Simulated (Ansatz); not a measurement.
`C[B](N)[GaH2]` + `O[SiH3]` → `CB(N)O[SiH3]` + `[GaH3]` at 500 K and 1 bar (cleavage of the B–Ga bond).

Computed with Ansatz on PBE0-D4/def2-TZVP structures; ΔE is electronic, products minus reactants. CCSD(T)/CBS is the MP2 limit (def2-TZVPP, def2-QZVPP) plus CCSD(T) − MP2 in def2-TZVPP, frozen cores. For Ga outer-core shells are correlated without core-valence functions, which leaves a few kJ/mol of doubt a bond. Scalar relativity is left out up to krypton. Each species was taken in one conformer, which may not be the lowest.

| species | CCSD(T)/CBS energy (Eh) | H − E (kJ/mol) | S (J/(mol·K)) |
| --- | --- | --- | --- |
| `C[B](N)[GaH2]` | -2045.72929 | 260.5 | 415.6 |
| `O[SiH3]` | -366.69042 | 127.5 | 292.9 |
| `CB(N)O[SiH3]` | -486.76550 | 311.4 | 437.3 |
| `[GaH3]` | -1925.70545 | 69.3 | 243.1 |

H − E and S are ideal-gas, rigid-rotor, harmonic terms from PBE0-D4/def2-TZVP, for one conformer and one mirror image of each species. 1 Eh = 2625.50 kJ/mol, R = 8.31446 J/(mol·K).

**Question.** By hand: ΔE, ΔH, ΔS and ΔG.

**Answer.** ΔE = (-486.76550) + (-1925.70545) − (-2045.72929) − (-366.69042) = -0.05124 Eh = -134.5 kJ/mol. Δ(H − E) = 311.4 + 69.3 − 260.5 − 127.5 = -7.3, so ΔH = -141.8 kJ/mol. ΔS = 437.3 + 243.1 − 415.6 − 292.9 = -28.1 J/(mol·K). ΔG = -141.8 − 500 × (-28.1)/1000 = -127.8 kJ/mol.

**Question.** By hand: the equilibrium constant, and the temperature at which ΔG would vanish if ΔH and ΔS stayed fixed.

**Answer.** log₁₀ K = −ΔG/(RT ln 10) = 13.4. ΔG = 0 at ΔH/ΔS = 5046 K, far beyond where these terms or the molecules hold.

ΔH outweighs TΔS. A doubt of 5 kJ/mol in ΔE shifts log₁₀ K by 0.5 here. Other conformers and mirror images would add mixing entropy, several J/(mol·K) or more a flexible species. Modes under 60 cm⁻¹, often nearly free rotors, make the harmonic entropy too high. These are equilibria of isolated gas molecules and say nothing of rates. Largest T1 diagnostic: 0.013 (customary marks: 0.02 for closed shells, 0.045 for open ones).
